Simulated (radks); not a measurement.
Values are calculated unless marked as measured or tabulated.
Question: The bromine ion Br+, configuration [Ar] 3d10 4s2 4p4. Code: a radial shooting solver on a logarithmic mesh with Libxc functionals. Model: scalar-relativistic Kohn-Sham, XLYP, spin-polarised, spherical densities, finite nucleus; open shells are filled with parallel spins first; Fermi nuclear charge, rms radius 4.1629 fm. Some entries of the table are withheld. Estimate them.

| orbital | occ. | eigenvalue (eV) | <r> (bohr) |
|---|---|---|---|
| 1s up | 1 | -13334.09 | 0.04274 |
| 1s down | 1 | -13333.96 | 0.04274 |
| 2s up | 1 | -1744.791 | 0.1895 |
| 2s down | 1 | -1744.716 | 0.1895 |
| 2p up | 3 | -1540.486 | 0.1654 |
| 2p down | 3 | -1540.358 | 0.1654 |
| 3s up | 1 | -248.9715 | 0.5516 |
| 3s down | 1 | -248.7969 | 0.5515 |
| 3p up | 3 | -184.4897 | 0.5643 |
| 3p down | 3 | -184.2952 | 0.5640 |
| 3d up | 5 | (1) | 0.5909 |
| 3d down | 5 | (2) | 0.5893 |
| 4s up | 1 | -30.9849 | 1.630 |
| 4s down | 1 | -29.3487 | 1.632 |
| 4p up | 3 | -17.9967 | 1.953 |
| 4p down | 1 | -16.4304 | 1.990 |

Answer: 
(1) 3d up eigenvalue (eV): -77.8168
(2) 3d down eigenvalue (eV): -77.5722
